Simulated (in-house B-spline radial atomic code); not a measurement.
Whole-atom quantities along the 35-electron series, configuration [Ar] 3d10 4s2 4p5. Breit and QED terms are first order and not part of the total energy; the density at the nucleus is averaged over the nuclear charge. Computed with an all-electron radial atomic-structure program (B-spline basis): Dirac-Hartree-Fock, average of the configuration, finite nuclei.

| ion | Z | E/Z² (Eh) | Σ<r²> (bohr²) | n(0)/Z³ (bohr⁻³) | Lamb diamagnetic shielding (ppm) | repulsion over attraction | Breit energy (eV) | self-energy (eV) | vacuum polarisation (eV) | Dirac less non-relativistic energy (Eh) |
| --- | --- | --- | --- | --- | --- | --- | --- | --- | --- | --- |
| Tc8+ | 43 | -2.308 | 12.377 | 1.2214 | 4188.05 | 0.14227 | 71.037 | 53.489 | -6.1232 | -79.562 |
| Ru9+ | 44 | -2.328 | 11.27 | 1.2514 | 4314.39 | 0.13984 | 76.842 | 57.978 | -6.7434 | -87.925 |
| Rh10+ | 45 | -2.3475 | 10.315 | 1.2844 | 4441.33 | 0.13745 | 82.969 | 62.736 | -7.4127 | -96.956 |
| Pd11+ | 46 | -2.3664 | 9.4845 | 1.3181 | 4568.88 | 0.1351 | 89.428 | 67.775 | -8.1338 | -106.69 |
| Ag12+ | 47 | -2.385 | 8.7556 | 1.3541 | 4697.1 | 0.13281 | 96.228 | 73.105 | -8.9102 | -117.17 |
| Cd13+ | 48 | -2.4031 | 8.1117 | 1.3895 | 4825.99 | 0.13056 | 103.38 | 78.738 | -9.7447 | -128.43 |
| In14+ | 49 | -2.4207 | 7.5391 | 1.4289 | 4955.62 | 0.12836 | 110.89 | 84.686 | -10.641 | -140.51 |
| Sn15+ | 50 | -2.438 | 7.0272 | 1.4687 | 5085.98 | 0.12621 | 118.78 | 90.962 | -11.604 | -153.46 |
| Sb16+ | 51 | -2.4549 | 6.5673 | 1.5106 | 5217.14 | 0.12411 | 127.04 | 97.577 | -12.635 | -167.33 |
| Te17+ | 52 | -2.4715 | 6.1523 | 1.5525 | 5349.1 | 0.12206 | 135.7 | 104.55 | -13.74 | -182.15 |
| I18+ | 53 | -2.4877 | 5.7762 | 1.5993 | 5481.91 | 0.12006 | 144.76 | 111.88 | -14.924 | -197.98 |
| Xe19+ | 54 | -2.5036 | 5.4341 | 1.6464 | 5615.6 | 0.11811 | 154.24 | 119.6 | -16.189 | -214.86 |
| Cs20+ | 55 | -2.5192 | 5.1219 | 1.6968 | 5750.2 | 0.1162 | 164.14 | 127.72 | -17.542 | -232.86 |
| Ba21+ | 56 | -2.5346 | 4.8362 | 1.7484 | 5885.75 | 0.11434 | 174.47 | 136.24 | -18.988 | -252.01 |
| La22+ | 57 | -2.5497 | 4.5738 | 1.8036 | 6022.28 | 0.11252 | 185.25 | 145.19 | -20.531 | -272.38 |
| Ce23+ | 58 | -2.5645 | 4.3323 | 1.8609 | 6159.84 | 0.11074 | 196.49 | 154.59 | -22.178 | -294.02 |
| Pr24+ | 59 | -2.5791 | 4.1094 | 1.9215 | 6298.45 | 0.10901 | 208.21 | 164.45 | -23.934 | -317 |
| Nd25+ | 60 | -2.5935 | 3.9032 | 1.9844 | 6438.16 | 0.10731 | 220.4 | 174.79 | -25.807 | -341.37 |
| Pm26+ | 61 | -2.6077 | 3.712 | 2.0476 | 6578.99 | 0.10566 | 233.09 | 185.63 | -27.801 | -367.19 |

(1) With what power of Z does the column «Breit energy (eV)» change over this range?

Results:

(1) A fit of the logarithm of its size against log Z from Z = 43 to 61 has slope 3.40.
